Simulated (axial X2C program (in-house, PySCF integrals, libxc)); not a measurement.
Worked dissociation energy of PSe⁺: PBE0, scalar-relativistic

Calculated with an in-house relativistic program for diatomic molecules. Spin-free means the one-electron spin-free X2C Hamiltonian; the speed of light was multiplied by 2, so these are model numbers, not those of the real molecule. Basis: Se dyall-v3z [8s9p5d1f], P dyall-v3z [8s7p2d1f] (cores contracted in-house); Gaussian nuclei, density fitting, unrestricted open shells. Masses: Se 79.917 u, P 30.974 u.

Molecular state: M_S = 0, Λ = 0 (closed shell).

| Quantity | Value |
| --- | --- |
| E(Se+) (2M_S = 3, M_L = 0) | -2407.834682 hartree |
| E(P) (2M_S = 3, M_L = 0) | -341.350361 hartree |
| E(PSe⁺) at Re | -2749.386445 hartree |
| ωe | 680.8 cm⁻¹ |
| ωexe | 1.61 cm⁻¹ |

Problem. Work out De and D0.

Solution. De = -2407.834682 + (-341.350361) − (-2749.386445) = 0.20140 hartree = 5.480 eV. The zero-point energy is ωe/2 − ωexe/4 = 340 cm⁻¹ = 0.042 eV, so D0 = 5.438 eV.

The state is one determinant whose occupation by symmetry is held fixed; it was picked as the lowest of a PBE0 search that is not exhaustive. The closed shell is kept restricted, so the energy runs too high when the bond is stretched far. Dissociation energies refer to the lowest single-determinant-based atoms at the same level and basis.

Each atomic determinant is the lowest at this level and need not be a pure term. Totals compare only within one Hamiltonian and basis.
